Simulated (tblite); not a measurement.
C₈H₅F₂OP.
Numbering: `[O:1]=[P@:2]1([c:3]2[cH:4][cH:5][c:6]([F:7])[cH:8][cH:9]2)[CH:10]=[C:11]1[F:12]` (hydrogens: H13 on C4; H14 on C5; H15 on C8; H16 on C9; H17 on C10)

Computed with GFN2-xTB (tblite), gas phase: L-BFGS steps from a force-field or distance-geometry start until the largest atomic force falls under 0.01 eV/Å.

Step 60: E = -970.1392 eV
```
atom  x, y, z in Å  |  force x, y, z in eV/Å
O1      2.0783    1.0049   -2.0876   -0.071   0.062   0.051
P2      1.7844    0.2499   -0.8695    0.049   0.048  -0.016
C3      0.0710    0.2145   -0.2886   -0.074   0.020  -0.082
C4     -0.6239    1.4092   -0.1660    0.011   0.074   0.018
C5     -1.9464    1.4089    0.2349   -0.004  -0.045  -0.008
C6     -2.5534    0.1913    0.5018   -0.018  -0.019  -0.006
F7     -3.8296    0.1801    0.9183   -0.036  -0.014  -0.050
C8     -1.8840   -1.0139    0.3556   -0.008   0.007   0.003
C9     -0.5600   -0.9929   -0.0377    0.023  -0.044   0.039
C10     2.9892   -0.0800    0.4500    0.011  -0.060   0.010
C11     2.7137   -1.1710   -0.2777    0.006   0.014   0.039
F12     3.1503   -2.4210   -0.3381    0.009   0.045   0.027
H13    -0.1263    2.3434   -0.3643    0.101   0.064  -0.122
H14    -2.5029    2.3309    0.3229    0.015  -0.096   0.071
H15    -2.3862   -1.9533    0.5273   -0.071   0.074   0.086
H16    -0.0143   -1.9163   -0.1415    0.045  -0.070  -0.034
H17     3.6332    0.2269    1.2505    0.012  -0.061  -0.026
```

Step 61: E = -970.1436 eV
```
atom  x, y, z in Å  |  force x, y, z in eV/Å
O1      2.0991    1.0581   -2.0447   -0.117   0.070   0.051
P2      1.7872    0.2671   -0.8540    0.132   0.103  -0.083
C3      0.0750    0.2258   -0.2795   -0.105   0.000  -0.058
C4     -0.6331    1.4151   -0.1827   -0.047   0.075   0.006
C5     -1.9599    1.4076    0.2069   -0.030  -0.046   0.018
C6     -2.5573    0.1890    0.4979    0.020   0.001  -0.004
F7     -3.8346    0.1726    0.9161    0.048  -0.018  -0.099
C8     -1.8706   -1.0113    0.3785   -0.038   0.031   0.019
C9     -0.5436   -0.9836   -0.0061   -0.035  -0.041   0.032
C10     2.9908   -0.1099    0.4519   -0.010  -0.102   0.063
C11     2.7074   -1.1760   -0.3089    0.018   0.001   0.064
F12     3.1311   -2.4278   -0.4079    0.018   0.034   0.029
H13    -0.1462    2.3525   -0.3942    0.100   0.039  -0.128
H14    -2.5255    2.3279    0.2691    0.031  -0.141   0.083
H15    -2.3625   -1.9539    0.5645   -0.066   0.093   0.089
H16     0.0087   -1.9058   -0.0873    0.055  -0.041  -0.038
H17     3.6269    0.1644    1.2706    0.026  -0.056  -0.044
```

Step 62: E = -970.1507 eV
```
atom  x, y, z in Å  |  force x, y, z in eV/Å
O1      2.1257    1.1411   -1.9770   -0.189   0.022   0.113
P2      1.7905    0.2919   -0.8316    0.228   0.214  -0.208
C3      0.0777    0.2368   -0.2685   -0.093  -0.029  -0.021
C4     -0.6437    1.4209   -0.2078   -0.117   0.040  -0.033
C5     -1.9761    1.4040    0.1665   -0.038  -0.046   0.054
C6     -2.5613    0.1863    0.4928    0.073   0.038   0.005
F7     -3.8399    0.1652    0.9145    0.148  -0.020  -0.164
C8     -1.8542   -1.0072    0.4127   -0.070   0.047   0.042
C9     -0.5233   -0.9745    0.0404   -0.095  -0.012  -0.008
C10     2.9895   -0.1521    0.4548   -0.034  -0.140   0.141
C11     2.7015   -1.1791   -0.3560    0.027  -0.013   0.088
F12     3.1123   -2.4289   -0.5100    0.032   0.003   0.021
H13    -0.1660    2.3590   -0.4444    0.067  -0.022  -0.115
H14    -2.5516    2.3207    0.1931    0.026  -0.166   0.103
H15    -2.3361   -1.9509    0.6218   -0.055   0.105   0.092
H16     0.0378   -1.8954   -0.0109    0.047   0.028  -0.036
H17     3.6103    0.0739    1.2999    0.043  -0.050  -0.073
```

Question: Estimate the geometry and energy of step 63. (The exact step hangs on the optimiser's Hessian estimate; all steps are aligned on step 62, rigid shifts and turns removed.)

Answer: E = -970.1601 eV, largest force 0.447 eV/Å
```
atom  x, y, z in Å  |  force x, y, z in eV/Å
O1      2.1508    1.2332   -1.8969   -0.234  -0.008   0.131
P2      1.7944    0.3230   -0.8054    0.317   0.233  -0.212
C3      0.0781    0.2504   -0.2571   -0.034  -0.062   0.028
C4     -0.6558    1.4297   -0.2357   -0.138  -0.045  -0.096
C5     -1.9937    1.3989    0.1230   -0.023  -0.029   0.081
C6     -2.5635    0.1826    0.4857    0.131   0.047   0.022
F7     -3.8441    0.1543    0.9068    0.227  -0.015  -0.215
C8     -1.8355   -1.0030    0.4515   -0.080   0.083   0.052
C9     -0.4999   -0.9640    0.0925   -0.151   0.061  -0.074
C10     2.9884   -0.2017    0.4569   -0.093  -0.150   0.169
C11     2.6924   -1.1809   -0.4079    0.021   0.030   0.117
F12     3.0874   -2.4270   -0.6158    0.042  -0.044  -0.010
H13    -0.1838    2.3659   -0.5062   -0.013  -0.133  -0.062
H14    -2.5818    2.3078    0.1137    0.008  -0.165   0.117
H15    -2.3101   -1.9444    0.6882   -0.032   0.110   0.088
H16     0.0750   -1.8809    0.0708    0.005   0.130  -0.027
H17     3.5948   -0.0322    1.3263    0.047  -0.042  -0.110
```

The energy changes by -0.0095 eV. The first-order estimate −F·Δx gives -0.0130 eV and the mean of the old and new forces, exact on a quadratic surface, -0.0091 eV. The step makes an angle of 86° with the force vector and moves no atom by more than 0.125 Å.

Hardware: one thread, Arm Neoverse N1, no GPU, on a shared host.
